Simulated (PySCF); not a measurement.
Constitutional and geometric isomers with formula H5FSi3. Gas-phase values, no solvent. One relaxed conformer stands for each flexible species; it need not be the lowest. Strings in code marks are SMILES.

Level of theory: PBE-D3(BJ)/def2-TZVP // ωB97X-D3(BJ)/def2-TZVP run with PySCF 2.14.0. Delta-SCF ions had no search for a lower state. Excitations are Tamm–Dancoff values on a coarser integration grid. The basis has no diffuse functions, so Rydberg states are missing or too high.

```csv
species,vertical ionisation energy (Delta-SCF) (eV),S1–T1 gap (TDA) (eV),S1 excitation (TDA) (eV)
`F[Si](=[SiH2])[SiH3]`,7.85,1.39,3.29
`F/[SiH]=[SiH]/[SiH3]`,8.10,1.88,3.78
`F/[SiH]=[SiH]\[SiH3]`,8.02,1.93,3.78
`[SiH2]=[SiH][SiH2]F` (F–Si–Si–Si torsion 1°),7.98,1.60,3.52
```
